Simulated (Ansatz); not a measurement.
A nudged elastic band was laid between two geometries of ClH3Sn + F (6 atoms, charge 0, multiplicity 2).

All numbers below come from Ansatz, UHF/def2-SVP.

* movable images: 5
* climbing image: yes
* spring: 5.0 eV/Å²
* optimiser: quadratic models (default)
* start path: through a guess of the saddle point
* force threshold: 0.05 eV/Å
* iteration limit: 60
* end points: relaxed

First end point:

```xyz
6
Properties=species:S:1:pos:R:3
Sn -0.041 0.000 -0.203
H 0.052 0.000 1.493
Cl 2.188 0.000 -0.992
H -0.762 1.414 -0.814
H -0.762 -1.414 -0.814
F -0.042 0.000 4.569
```

Last end point:

```xyz
6
Properties=species:S:1:pos:R:3
Sn 0.630 0.000 -0.213
H -0.411 -0.007 3.528
Cl 1.684 0.002 -2.355
H -0.318 1.425 -0.187
H -0.319 -1.424 -0.188
F -0.633 0.003 2.653
```

Question: Which bonds break or form, and what moves?

Answer: Bonds broken: Sn1–H2. Bonds formed: H2–F6. ClH3Sn + F becomes ClH2Sn + FH.

Question: Give the energies along the band, and the barrier.

Answer: The forces met the threshold. The highest image is number 2 of 0 to 6, 48.5 kJ/mol above the first end and 203.7 kJ/mol above the last; the last end lies 155.2 kJ/mol below the first. Beside the main top the profile has a ripple of under 15 meV (maxima at images 2, 4), which may be a very shallow well or noise. Neighbouring images differ by up to 2.1 eV, so the band resolves the path poorly. A vibrational analysis at the climbing image gives one clearly imaginary mode, 1780i cm⁻¹, and a faint second one (19i cm⁻¹) that may be numerical noise or a soft torsion: probably a first-order saddle point.

```
image  path coordinate (Å)  energy (kJ/mol)  Sn1–H2 (Å)  H2–F6 (Å)
    0                 0.00              0.0        1.70       3.08
    1                 1.32              1.1        1.70       2.65
    2                 2.65             48.5        1.79       1.38
    3                 4.19           -149.4        2.93       0.90
    4                 5.74           -148.6        4.31       0.90
    5                 7.29           -149.2        4.08       0.90
    6                 8.84           -155.2        3.88       0.90
```

Question: What is the geometry of the highest image?

Answer: 
```xyz
6
Properties=species:S:1:pos:R:3
Sn -0.019 -0.031 0.049
H 0.161 -0.129 1.825
Cl 2.166 -0.036 -0.832
H -0.738 1.444 -0.387
H -0.813 -1.405 -0.560
F -0.122 0.156 3.143
```

The band took 33 iterations and roughly 6 core-minutes.

The run took 6.2 min on 1 thread of Arm Neoverse V1, on a shared host, peak memory 0.25 GiB.
